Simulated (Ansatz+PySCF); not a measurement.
Two shapes of singlet Mg4O4.

Shape 1:

```xyz
8

Mg   -0.9369   -0.9369   -0.9369
O    -1.0190   -1.0190    1.0190
O    -1.0190    1.0190   -1.0190
Mg   -0.9369    0.9369    0.9369
O     1.0190   -1.0190   -1.0190
Mg    0.9369   -0.9369    0.9369
Mg    0.9369    0.9369   -0.9369
O     1.0190    1.0190    1.0190
```

Shape 2:

```xyz
8

Mg   -0.9807   -0.9527   -0.9187
O    -1.0518   -1.0010    0.9858
O    -1.0572    0.9934   -1.0387
Mg   -0.9181    0.9829    0.9312
O     1.0007   -1.0637   -1.0061
Mg    0.9122   -0.9412    0.9802
Mg    0.9263    0.9569   -0.8923
O     1.0366    1.0452    0.9802
```

Basis set: def2-SVP (spherical functions). Correlated methods keep 8 orbitals frozen. Charge 0, multiplicity 1.

Computed with Ansatz (development build ahead of 0.2.0); each method stands on the lowest determinant of its kind that the runs found.

**Question.** Which shape is lower in energy, and by how much in each method?

**Answer.**

| method | E(2) − E(1) (eV) |
| --- | --- |
| RHF | 0.150 |
| UHF | 0.150 |
| RHF-MP2 | 0.107 |
| UHF-MP2 | 0.107 |

Shape 1 is lower.
